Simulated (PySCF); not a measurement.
Isomers of C3H5Cl. Gas-phase values, no solvent. Strings in code marks are SMILES.

Quantity: vertical ionisation energy (energy after one electron is removed minus that of the parent at the parent's geometry), in eV.

A: `C/C=C\Cl`
B: `C/C=C/Cl`
C: `C=C(C)Cl`
D: `ClC1CC1`

Q: Rank these by vertical ionisation energy (energy after one electron is removed minus that of the parent at the parent's geometry) (lowest first), as PBE-D3(BJ)/def2-TZVP // PBE0-D3(BJ)/def2-TZVP (PySCF) gives it.

A: B (9.15 eV), A (9.21 eV), C (9.37 eV), D (9.80 eV)
